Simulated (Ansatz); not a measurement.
CH₂OS₂Si, SMILES `O=C1[SiH2]SS1`, relaxed with RKS PBE0-D4/def2-TZVP in Ansatz 0.2.0 from a PBE-D4/def2-SVP geometry. The force threshold is 0.005 eV/Å; the program also tests the step.

The species carries charge 0 and has multiplicity 1.

Start:

```xyz
7

O    -1.939    0.333    1.125
C    -1.100    0.124    0.289
Si    0.840   -0.014    0.266
S     0.688   -0.398   -1.877
S    -1.432   -0.160   -1.506
H     1.538    1.265    0.632
H     1.405   -1.149    1.072
```

```
step  energy (eV)  largest force (eV/Å)  largest move (Å)
   1  -32653.2763                 1.173             0.000
   2  -32653.3361                 0.389             0.033
   3  -32653.3417                 0.165             0.020
   4  -32653.3423                 0.090             0.008
   5  -32653.3426                 0.022             0.006
   6  -32653.3426                 0.008             0.002
   7  -32653.3426                 0.003             0.001
```

End:

```xyz
7

O    -1.929    0.324    1.102
C    -1.089    0.122    0.285
Si    0.832   -0.011    0.264
S     0.665   -0.387   -1.844
S    -1.397   -0.160   -1.477
H     1.532    1.249    0.616
H     1.386   -1.137    1.055
```

Hardware: 2 threads of an Intel Xeon Platinum 8375C on a shared host. Wall time 31 s, peak host memory 0.52 GiB.
